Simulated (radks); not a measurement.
Species: B2+. Configuration: [He] 2s1 (the NIST ground configuration).

All-electron calculation, Dirac Kohn-Sham, LDA (Slater exchange, Perdew-Wang correlation), spin-unpolarised, spherical densities, point nucleus; speed of light set to 13703.6 atomic units (100 times the physical value, a model run). Program: a radial shooting solver on a logarithmic mesh with Libxc functionals.

Energy parts (hartree):
| part | energy |
|---|---|
| total | -23.10790 |
| kinetic | 22.97386 |
| electron-nucleus | -50.67502 |
| Hartree | 7.52168 |
| exchange-correlation | -2.92841 |

Orbitals (lengths in bohr, moments of r in powers of bohr; r(max) is where P^2 peaks):
orbital,occ.,eigenvalue (hartree),r(max),small-component weight
1s1/2,2,-7.68327,0.2119,2.86e-08
2s1/2,1,-1.15113,1.375,4.06e-09
2p1/2,0,-0.93756,1.249,3.46e-09
2p3/2,0,-0.93756,1.249,3.46e-09
3s1/2,0,-0.37725,3.896,1.42e-09

The highest occupied level is 2s1/2 at -31.324 eV. The density falls to 0.001 e/bohr^3 at r = 2.88 bohr.
